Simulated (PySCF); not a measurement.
Compound: HBr.
SMILES: `Br`

Theory: PBE0-D3(BJ)/def2-TZVP geometry optimisation, gas phase in PySCF.

Take the most abundant isotopes and a rigid rotor. 

What are the moment of inertia and the rotational constant?

I = 2.008 u·Å², B = 505379 MHz·u·Å²/I = 251676 MHz (8.3950 cm⁻¹, or 12.079 K as hB/k). For two atoms I = μr² with μ = 0.9951 u and r = 1.4205 Å.

List the first levels of a rigid rotor in a Σ state.

E(J) = BJ(J+1): J = 1: 16.790, J = 2: 50.370, J = 3: 100.740, J = 4: 167.900, J = 5: 251.850, J = 6: 352.590 cm⁻¹.

Where do the first rotational lines fall?

The dipole is 0.95 D; J+1 ← J lies at 2B(J+1): 1 ← 0 at 503.35 GHz, 2 ← 1 at 1006.70 GHz, 3 ← 2 at 1510.06 GHz, 4 ← 3 at 2013.41 GHz, 5 ← 4 at 2516.76 GHz, 6 ← 5 at 3020.11 GHz.

Whether it is a minimum is left open (no frequencies). These are rigid-rotor constants of the computed structure; measured ground-state constants (B0) also hold zero-point vibration.

On one thread, Arm Neoverse N1 (aarch64) (shared host), this took 7.1 s of wall time and 0.27 GiB of memory at its peak. That covers the optimisation of the geometry.
